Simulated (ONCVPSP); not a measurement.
**Mn (Z = 25): variants of one ONCV potential**

Base potential:

| Quantity | Value |
| --- | --- |
| Element | manganese (Mn) |
| Generator | ONCVPSP 4.0.1 |
| Type | optimised norm-conserving Vanderbilt (ONCV) |
| Functional | LDA (Perdew-Zunger) |
| Relativity | scalar-relativistic |
| Frozen core | [Ne] |
| Valence charge | 15 |
| Reference configuration | 3s2 3p6 3d5 4s2 |
| Partial waves | 3s+4s: rc 1.40 bohr, ncon 4, nbas 7, qcut 6.5 1/bohr, 2 projectors; 3p: rc 1.20 bohr, ncon 4, nbas 7, qcut 11.4 1/bohr, 2 projectors, debl 3 Ha; 3d: rc 1.65 bohr, ncon 4, nbas 9, qcut 9.3 1/bohr, 2 projectors, debl 0.8 Ha |
| Local potential | polynomial inside 1.00 bohr (lpopt 5, dvloc0 0 Ha) |
| Core correction | none |

All-electron outer shells of the reference configuration (LDA (Perdew-Zunger), scalar-relativistic, ld1.x):

```csv
shell,level (eV),outermost node (bohr),outermost maximum (bohr)
2p,-629.78,–,0.19
3s,-85.40,0.34,0.74
3p,-54.49,0.31,0.75
3d,-7.01,–,0.75
4s,-5.29,1.06,2.47
```

Cutoffs, loose and tight: the cutoffs (Ha) at which the residual kinetic energy of the hardest occupied pseudo-wave falls to 1 and 0.1 mHa per electron. They do not see the model core or the augmentation charge, which bear on the density cutoff. Test errors are all-electron minus pseudo excitation energies from the reference, over the configurations 3s2 3p6 3d5 4s1; 3s2 3p6 3d5 4s0; 3s2 3p6 3d4 4s0; 3s2 3p6 3d4 4s2 4p1. A dash means not determined; rows that change the core or the reference have their own tests.

| change | outcome | cutoff, loose | cutoff, tight | bound ghosts | GHOST(+) flags above zero | largest test error (meV) |
| --- | --- | --- | --- | --- | --- | --- |
| base | generated | 35 Ha | 52 Ha | none | none | +67 |
| d: rc 1.2, qcut 12.8 | generated | 62 Ha | 71 Ha | none | none | +16 |
| local potential polynomial inside 1.00 bohr (lpopt 5, dvloc0 4.5 Ha) | generated | 35 Ha | 52 Ha | none | none | +67 |
| functional BLYP | generated | 34 Ha | 52 Ha | none | none | +70 |
| d: nbas 8 | generated | 35 Ha | 52 Ha | none | none | +66 |
| core correction polynomial model core, fcfact 0.55 | generated | 35 Ha | 52 Ha | none | none | +66 |
| d: nproj 3 | generated | 35 Ha | 52 Ha | none | none | +67 |
